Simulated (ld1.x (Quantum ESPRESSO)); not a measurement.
## Cr: ultrasoft pseudisation with PBEsol, scalar-relativistic reference atom.

Input for ld1.x (Quantum ESPRESSO) 7.5:

```
&input
   title='Cr', zed=24., rel=1, dft='PBESOL', iswitch=3,
   config='[Ar] 3d6 4s0 4p0',
   nld=3, rlderiv=2.25, eminld=-7.0, emaxld=5.0, deld=0.02
 /
 &inputp
   pseudotype=3, tm=.true., lloc=-2, rcloc=2.00,
   nlcc=.false.,
   which_augfun='PSQ', rmatch_augfun_nc=.true.,
   file_pseudopw='Cr.UPF', file_wfcaegen='ae.wfc', file_wfcncgen='nc.wfc', file_beta='beta', file_chi='chi', file_wfcusgen='us.wfc'
 /
6
3S  1  0   2.00   0.00  1.20  1.60  0.0
4S  2  0   0.00   0.00  1.20  1.60  0.0
3P  2  1   6.00   0.00  1.60  2.00  0.0
4P  3  1   0.00   0.00  1.60  2.00  0.0
3D  3  2   6.00   0.00  1.90  2.05  0.0
3D  3  2   0.00   1.10  1.90  2.05  0.0
 &test
   configts(1)='3s2 3p6 3d6 4s0 4p0'
 /
```

Command:

```bash
ld1.x < Cr.in > Cr.out
```

Resulting log (shortened: banner, matrices, multipoles, cross overlaps and the repeated all-electron block are left out):

```
Program LD1 v.7.5
     --------------------------- All-electron run ----------------------------

     Cr
     scalar relativistic calculation

     atomic number is 24.00
     dft =PBESOL   lsd =0 sic =0 latt =0  beta=0.20 tr2=1.0E-14
     Exchange-correlation= PBESOL
                           (   1   4  10   8   0   0   0)
     mesh =1183 r(mesh) =  99.18097 a.u. xmin = -7.00 dx = 0.01250
     1 Ry =  13.60569312 eV, c = 137.03599908

     n l     nl                  e(Ry)          e(Ha)          e(eV)
     1 0     1S 1( 2.00)      -431.6047      -215.8023     -5872.2807
     2 0     2S 1( 2.00)       -48.7955       -24.3977      -663.8963
     2 1     2P 1( 6.00)       -41.0037       -20.5018      -557.8832
     3 0     3S 1( 2.00)        -5.2562        -2.6281       -71.5139
     3 1     3P 1( 6.00)        -3.1726        -1.5863       -43.1651
     3 2     3D 1( 6.00)        -0.0964        -0.0482        -1.3114
     4 0     4S 1( 0.00)        -0.2596        -0.1298        -3.5323
     4 1     4P 1( 0.00)        -0.0583        -0.0291        -0.7925

     final scf error:  3.8E-15 reached in  34 iterations

     Etot =   -2098.780141 Ry,   -1049.390070 Ha,  -28555.358530 eV

     Ekin =    2119.739065 Ry,    1059.869533 Ha,   28840.519220 eV
     Encl =   -5014.528414 Ry,   -2507.264207 Ha,  -68226.134753 eV
     Eh   =     891.222900 Ry,     445.611450 Ha,   12125.705284 eV
     Exc  =     -95.213692 Ry,     -47.606846 Ha,   -1295.448280 eV

     normalization and overlap integrals

     s(1S/1S) =  1.000000  <r> =   0.0636  <r2> =    0.0054  r(max) =   0.0417
     s(2S/2S) =  1.000000  <r> =   0.2934  <r2> =    0.1017  r(max) =   0.2428
     s(2P/2P) =  1.000000  <r> =   0.2600  <r2> =    0.0832  r(max) =   0.1988
     s(3S/3S) =  1.000000  <r> =   0.9054  <r2> =    0.9484  r(max) =   0.7764
     s(3P/3P) =  1.000000  <r> =   0.9722  <r2> =    1.1200  r(max) =   0.7961
     s(3D/3D) =  1.000002  <r> =   1.7823  <r2> =    5.0080  r(max) =   0.8474
     s(4S/4S) =  1.000000  <r> =   3.5806  <r2> =   15.0599  r(max) =   2.8489
     s(4P/4P) =  1.000000  <r> =   5.8079  <r2> =   41.0625  r(max) =   4.2501

     ------------------------ End of All-electron run ------------------------

     --------------------- Generating US pseudopotential ---------------------

      Generating local potential from pseudized AE potential:
      Matching radius rcloc =   2.0000
      Enforcing V''(0)=0 (lloc=-2)

      Local pseudo, rcloc= 2.008 Estimated cut-off energy=     8.02 Ry
      Wfc-us  3S rcutus= 1.603  Estimated cut-off energy=    21.34 Ry
      Wfc-us  4S rcutus= 1.603  Estimated cut-off energy=    43.89 Ry
      Wfc-us  3P rcutus= 2.008  Estimated cut-off energy=    21.56 Ry
      Wfc-us  4P rcutus= 2.008  Estimated cut-off energy=    40.91 Ry
      Wfc-us  3D rcutus= 2.058  Estimated cut-off energy=    27.11 Ry
      Wfc-us  3D rcutus= 2.058  Estimated cut-off energy=    49.08 Ry

     Q pseudized with Bessel functions
     Expected ecutrho=     216.2469 due to l1=  0   l2=  2

     ------------------- End of pseudopotential generation -------------------

     Computing logarithmic derivative in   2.26079
     Computing logarithmic derivative in   2.26079
     Computing the partial wave expansion
     R is outside the sphere for l=    0 j= 0.00
     R is outside the sphere for l=    0 j= 0.00
     R is outside the sphere for l=    1 j= 0.00
     R is outside the sphere for l=    1 j= 0.00
     R is outside the sphere for l=    2 j= 0.00
     R is outside the sphere for l=    2 j= 0.00

     ---------------------- Testing the pseudopotential ----------------------

     Cr
     scalar relativistic calculation

     atomic number is 24.00   valence charge is 14.00
     dft =PBESOL   lsd =0 sic =0 latt =0  beta=0.20 tr2=1.0E-14
     mesh =1183 r(mesh) =  99.18097 xmin = -7.00 dx = 0.01250

     n l     nl             e AE (Ry)        e PS (Ry)    De AE-PS (Ry)
     1 0     3S   1( 2.00)       -5.25617       -5.25617       -0.00000
     2 1     3P   1( 6.00)       -3.17258       -3.17258       -0.00000
     3 2     3D   1( 6.00)       -0.09639       -0.09639        0.00000
     2 0     4S   1( 0.00)       -0.25962       -0.25962       -0.00000
     3 1     4P   1( 0.00)       -0.05825       -0.05825       -0.00000

     eps = 6.3E-15  iter = 15

     Etot =   -2098.780141 Ry,   -1049.390070 Ha,  -28555.358530 eV
     Etotps =  -177.631534 Ry,     -88.815767 Ha,   -2416.800146 eV

     Ekin =      25.649260 Ry,      12.824630 Ha,     348.975961 eV
     Encl =    -319.184152 Ry,    -159.592076 Ha,   -4342.721619 eV
     Ehrt =     153.724508 Ry,      76.862254 Ha,    2091.528478 eV
     Ecxc =     -20.090486 Ry,     -10.045243 Ha,    -273.344983 eV
     Epseu=     -17.730665 Ry,      -8.865332 Ha,    -241.237983 eV

     ---------------------- End of pseudopotential test ----------------------
```

Generation and configuration tests took about 1.2 s on one core of a shared server CPU.

Transferability test of the new file with ld1.x, input:

```
&input
   title='Cr', zed=24., rel=1, dft='PBESOL', iswitch=2,
   config='[Ar] 3d6 4s0 4p0'
 /
 &test
   file_pseudo='Cr.UPF', nconf=8,
   configts(1)='3s2 3p6 3d6 4s0 4p0',
   configts(2)='3s2 3p6 3d5 4s1 4p0',
   configts(3)='3s2 3p6 3d5 4s0 4p0',
   configts(4)='3s2 3p6 3d4 4s0 4p0',
   configts(5)='3s2 3p6 3d5 4s0 4p1',
   configts(6)='3s2 3p6 3d2 4s0 4p0',
   configts(7)='3s2 3p6 3d5 4s0.5 4p0',
   configts(8)='3s2 3p6 3d4 4s1 4p0'
 /
```

```bash
ld1.x < Cr.test.in > Cr.test.out
```

Pseudopotential blocks of its output, shortened (energy terms left out):

```
     ---------------------- Testing the pseudopotential ----------------------

     n l     nl             e AE (Ry)        e PS (Ry)    De AE-PS (Ry)
     1 0     3S   1( 2.00)       -5.25617       -5.25617       -0.00000
     2 1     3P   1( 6.00)       -3.17258       -3.17258       -0.00000
     3 2     3D   1( 6.00)       -0.09639       -0.09639        0.00000
     2 0     4S   1( 0.00)       -0.25962       -0.25962       -0.00000
     3 1     4P   1( 0.00)       -0.05825       -0.05825       -0.00000

     eps = 6.3E-15  iter = 18

     Etot =   -2098.780141 Ry,   -1049.390070 Ha,  -28555.358530 eV
     Etotps =  -177.631535 Ry,     -88.815767 Ha,   -2416.800154 eV

     ---------------------- End of pseudopotential test ----------------------
```

The test run then stopped with an error in chargeps: “negative rho”.
